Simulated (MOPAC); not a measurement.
MOPAC input (AM1):

```
AM1 FORCE THERMO(298,298) PRECISE LET GEO-OK AUX(PRECISION=9) THREADS=1
H3F3Si2

F    -2.05348893 1   -1.58311344 1    0.52526938 1
Si   -1.54751131 1   -0.11422493 1    0.04086677 1
Si    0.96592735 1    0.12442707 1   -0.30449050 1
F     1.40620011 1    1.54309779 1   -0.94877499 1
F     1.87842134 1   -0.00217682 1    1.02621302 1
H    -1.95996321 1    0.92422260 1    0.99053129 1
H    -2.10815616 1    0.23469087 1   -1.26845987 1
H     1.25922690 1   -0.96322212 1   -1.22857187 1
```

Output:

```
 *******************************************************************************
 **                                                                           **
 **                              MOPAC v23.2.5                                **
 **                                                                           **
 *******************************************************************************
 ** MOPAC's Digital Object Identifier: https://doi.org/10.5281/zenodo.6511958 **
 **                                                                           **
 ** Please cite the open-source release paper for use of this MOPAC version:  **
 ** J. E. Moussa and J. J. P. Stewart (2026)                                  **
 ** MOPAC: An open-source semiempirical molecular orbital program             **
 ** J. Open Source Softw., 11(119), 8025, https://doi.org/10.21105/joss.08025 **
 *******************************************************************************

                              AM1 CALCULATION RESULTS

 *******************************************************************************
 *  AM1        - The AM1 Hamiltonian to be used
 *  GEO-OK     - OVERRIDE INTERATOMIC DISTANCE AND OTHER SAFETY CHECKS
 *  LET        - OVERRIDE SOME SAFETY CHECKS
 *  PRECISE    - TIGHTER CRITERIA TO BE USED
 *  FORCE      - FORCE CALCULATION SPECIFIED
 *  AUX        - OUTPUT AUXILIARY INFORMATION
 *  THERMO     - THERMODYNAMIC QUANTITIES TO BE CALCULATED
 *******************************************************************************
AM1 FORCE THERMO(298,298) PRECISE LET GEO-OK AUX(PRECISION=9) THREADS=1
 H3F3Si2

   ATOM   CHEMICAL          X               Y               Z
  NUMBER   SYMBOL      (ANGSTROMS)     (ANGSTROMS)     (ANGSTROMS)

     1       F         -2.05348893  *  -1.58311344  *   0.52526938  *
     2      Si         -1.54751131  *  -0.11422493  *   0.04086677  *
     3      Si          0.96592735  *   0.12442707  *  -0.30449050  *
     4       F          1.40620011  *   1.54309779  *  -0.94877499  *
     5       F          1.87842134  *  -0.00217682  *   1.02621302  *
     6       H         -1.95996321  *   0.92422260  *   0.99053129  *
     7       H         -2.10815616  *   0.23469087  *  -1.26845987  *
     8       H          1.25922690  *  -0.96322212  *  -1.22857187  *

          CARTESIAN COORDINATES

    NO.       ATOM           X           Y           Z

     1         F         -2.0535     -1.5831      0.5253
     2        Si         -1.5475     -0.1142      0.0409
     3        Si          0.9659      0.1244     -0.3045
     4         F          1.4062      1.5431     -0.9488
     5         F          1.8784     -0.0022      1.0262
     6         H         -1.9600      0.9242      0.9905
     7         H         -2.1082      0.2347     -1.2685
     8         H          1.2592     -0.9632     -1.2286

  H: (AM1): M.J.S. DEWAR ET AL, J. AM. CHEM. SOC. 107 3902-3909 (1985)
  F: (AM1): M.J.S. DEWAR AND E. G. ZOEBISCH, THEOCHEM, 180, 1 (1988).
 Si: (AM1): M.J.S.DEWAR, C. JIE, ORGANOMETALLICS, 6, 1486-1490 (1987).

           Empirical Formula: H3 F3 Si2  =     8 atoms

      MOLECULAR POINT GROUP   :   C1

[...]
 EFFECTIVE MASS     22.1313
 FORCE CONSTANT      4.5173

 VIBRATION         14   14A          ATOM PAIR     ENERGY CONTRIBUTION    RADIAL
 FREQUENCY          1121.65         F 1 -- Si2         +60.9% ( 97.0%)    100.0%
 TRANSITION DIPOLE   2.6853         Si2 -- Si3         +12.2% ( 43.4%)     27.7%
 TRAVEL (Ang.)       0.0780         Si2 -- H 6         +11.0% ( 41.2%)      7.4%
 REDUCED MASS        9.8858         Si2 -- H 7         +11.0% ( 41.2%)      7.6%
 EFFECTIVE MASS     22.5940
 FORCE CONSTANT      7.3278

 VIBRATION         15   15A          ATOM PAIR     ENERGY CONTRIBUTION    RADIAL
 FREQUENCY          1184.04         Si3 -- F 5         +37.1% ( 78.4%)     86.7%
 TRANSITION DIPOLE   4.2086         Si3 -- F 4         +36.4% ( 77.6%)     86.0%
 TRAVEL (Ang.)       0.0809         Si3 -- H 8         +13.3% ( 46.9%)      0.0%
 REDUCED MASS        8.6981         Si2 -- Si3         +13.1% ( 46.7%)      0.2%
 EFFECTIVE MASS     22.9521
 FORCE CONSTANT      7.1847

 VIBRATION         16   16A          ATOM PAIR     ENERGY CONTRIBUTION    RADIAL
 FREQUENCY          2207.34         Si3 -- H 8         +69.6% ( 83.7%)     99.9%
 TRANSITION DIPOLE   0.5758         Si2 -- H 7         +17.5% ( 41.9%)     98.6%
 TRAVEL (Ang.)       0.2420         Si2 -- H 6         +12.3% ( 35.1%)     97.4%
 REDUCED MASS        0.5217         Si2 -- Si3          +0.2% (  4.7%)      0.3%
 EFFECTIVE MASS      1.3178
 FORCE CONSTANT      1.4975

 VIBRATION         17   17A          ATOM PAIR     ENERGY CONTRIBUTION    RADIAL
 FREQUENCY          2210.31         Si2 -- H 7         +55.1% ( 74.7%)     98.8%
 TRANSITION DIPOLE   0.0551         Si2 -- H 6         +43.6% ( 66.5%)     98.1%
 TRAVEL (Ang.)       0.2453         Si3 -- H 8          +0.9% (  9.5%)     99.8%
 REDUCED MASS        0.5070         Si2 -- Si3          +0.2% (  4.5%)      0.0%
 EFFECTIVE MASS      1.3927
 FORCE CONSTANT      1.4593

 VIBRATION         18   18A          ATOM PAIR     ENERGY CONTRIBUTION    RADIAL
 FREQUENCY          2215.19         Si2 -- H 6         +43.6% ( 65.9%)     98.8%
 TRANSITION DIPOLE   0.1316         Si3 -- H 8         +29.2% ( 53.9%)     99.9%
 TRAVEL (Ang.)       0.2970         Si2 -- H 7         +26.7% ( 51.6%)     97.0%
 REDUCED MASS        0.3450         Si2 -- Si3          +0.2% (  4.4%)      9.4%
 EFFECTIVE MASS      1.2651
 FORCE CONSTANT      0.9975

      SYMMETRY NUMBER FOR POINT-GROUP C1  =  1

          SYSTEM IS A GROUND STATE

 H3F3Si2

          MOLECULE IS NOT LINEAR

          THERE ARE 18 GENUINE VIBRATIONS IN THIS SYSTEM
          THIS THERMODYNAMICS CALCULATION IS LIMITED TO
          MOLECULES WHICH HAVE NO INTERNAL ROTATIONS

                    CALCULATED THERMODYNAMIC PROPERTIES
                                          *
   TEMP. (K)   PARTITION FUNCTION   H.O.F.    ENTHALPY  HEAT CAPACITY ENTROPY
                                   KCAL/MOL   CAL/MOLE    CAL/K/MOL  CAL/K/MOL

 298.00  VIB.     0.1165D+03                  2774.6189    17.1629    18.7654
         ROT.     0.2820D+06                   888.2803     2.9808    27.9195
         INT.     0.3285D+08                  3662.8992    20.1437    46.6849
         TRA.     0.1211D+28                  1480.4672     4.9680    40.1631
         TOT.                     -246.304    5143.3664    25.1118    86.8479

   *: NOTE: HEATS OF FORMATION ARE RELATIVE TO THE
            ELEMENTS IN THEIR STANDARD STATE AT 298K
              (=  Standard Enthalpy of Formation).

            Hvib:  Zero-point energy is not included.
                   frequencies of less than zero cm-1 are not included.
            Hrot = (3/2)RT
            Htra = (3/2)RT + pV = (5/2)RT

            Heat capacity is Cp, not Cv

          For more information, see: HTTP://OpenMOPAC.net/Manual/thermochemistry.html

           FORCE CONSTANT IN CARTESIAN COORDINATES (Millidynes/A)

    ATOM   CHEMICAL       X               Y               Z
   NUMBER   SYMBOL  FORCE CONSTANT  FORCE CONSTANT  FORCE CONSTANT

      1       F        8.528262        0.277730        0.277393
      2      Si        9.584863        2.893412        4.026650
      3      Si        9.795946        4.791896        8.058979
      4       F        8.627277        0.304731        0.380994
      5       F        0.464846        2.855458        6.009836
      6       H        0.639616        0.815845        1.831003
      7       H        0.642847        0.635345        1.995806
      8       H        0.770901        0.684681        1.897316

 **********************
 *                    *
 * JOB ENDED NORMALLY *
 *                    *
 **********************

 == MOPAC DONE ==
```
